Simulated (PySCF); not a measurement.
Exercise with solution: entropy of an ideal gas

HSi, SMILES [SiH] (connectivity only; charge and spin as stated), charge +1, multiplicity 1.

Geometry: r2SCAN-D4/def2-TZVPD.

r2SCAN-D4/def2-TZVPD (PySCF) gives the harmonic wavenumbers 2113 cm⁻¹ and the rotational temperature 10.8233 K. The molar mass is 29.09 g/mol, the symmetry number 1, the spin multiplicity 1.

**Question.** Work out the entropy at 298.15 K and 1 atm in the rigid-rotor, harmonic-oscillator model.

**Answer.** 
Translation (Sackur–Tetrode at 1 atm): S = R[1.5 ln M + 2.5 ln T − 1.16487] = 150.8 J/(mol K).
Rotation: q = T/(σ θ) = 27.5, S = R[ln q + 1] = 35.9 J/(mol K).
Vibration: with u = 1.4388 ν/T, each mode gives R[u/(e^u − 1) − ln(1 − e^−u)]; all modes are too stiff to count. Sum 0.0 J/(mol K).
Spin: R ln 1 = 0.0 J/(mol K).
Total 186.7 J/(mol K); the program's own thermochemistry gives 186.7. Translation makes up 81 % and vibration 0 %. Anharmonicity, hindered rotation and orbital degeneracy are left out.
